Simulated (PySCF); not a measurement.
Isomers of C3H11NSSi, one GFN2-xTB conformer each. Single-point energies are computed at PBE0/pcSseg-1 (PySCF, gas phase, no added dispersion term), electronic only.

```
       SMILES  GFN2-xTB relative energy (kcal/mol)
CCN(C)[SiH2]S                                  0.0
CS[SiH2]N(C)C                                  7.0
  CCS[SiH2]NC                                  7.3
```

Conformers: `[CH3:1][CH2:2][N:3]([CH3:4])[SiH2:5][SH:6]` with C1–C2–N3–C4 -71°, C2–N3–Si5–S6 39°, N3–Si5–S6–H 57°; `[CH3:1][S:2][SiH2:3][N:4]([CH3:5])[CH3:6]` with C1–S2–Si3–N4 172°, S2–Si3–N4–C5 -176°; `[CH3:1][CH2:2][S:3][SiH2:4][NH:5][CH3:6]` with C1–C2–S3–Si4 -84°, C2–S3–Si4–N5 -173°, S3–Si4–N5–C6 -176°.

Problem. What does PBE0/pcSseg-1 give for the same structures?

Solution. 
```csv
SMILES,PBE0/pcSseg-1 E (Eh),PBE0/pcSseg-1 (kcal/mol),GFN2-xTB (kcal/mol),point group
CCN(C)[SiH2]S,-862.88601,0.0,0.0,C1
CCS[SiH2]NC,-862.88510,0.6,7.3,C1
CS[SiH2]N(C)C,-862.87482,7.0,7.0,C1
```

Both levels put the same isomer lowest; measured from each level's own lowest isomer, the values differ by up to 6.7 kcal/mol (CCS[SiH2]NC: 7.3 against 0.6). As drawn, the lowest has an S–H bond, which the highest lacks. Neighbours under 2.5 kcal/mol apart (CCN(C)[SiH2]S and CCS[SiH2]NC) can change places with a better method, another conformer or zero-point energy.

Problem. Which frontier levels, dipoles and rotational constants go with these structures?

Solution. 
```csv
SMILES,"HOMO (eV, PBE0/pcSseg-1)",LUMO (eV),dipole (D),"A, B, C (MHz)"
CCN(C)[SiH2]S,-6.56,0.58,2.39,"3284, 1442, 1145"
CCS[SiH2]NC,-6.63,0.12,1.32,"6271, 990.0, 915.8"
CS[SiH2]N(C)C,-6.42,0.25,1.27,"5277, 1219, 1026"
```

Problem. As an exercise, what shares would exp(−E/RT) give at 500 K from these electronic energies alone (no entropy, no degeneracies)?

Solution. RT = 0.994 kcal/mol: CCN(C)[SiH2]S 64.0 %, CCS[SiH2]NC 36.0 %, CS[SiH2]N(C)C 0.1 %.
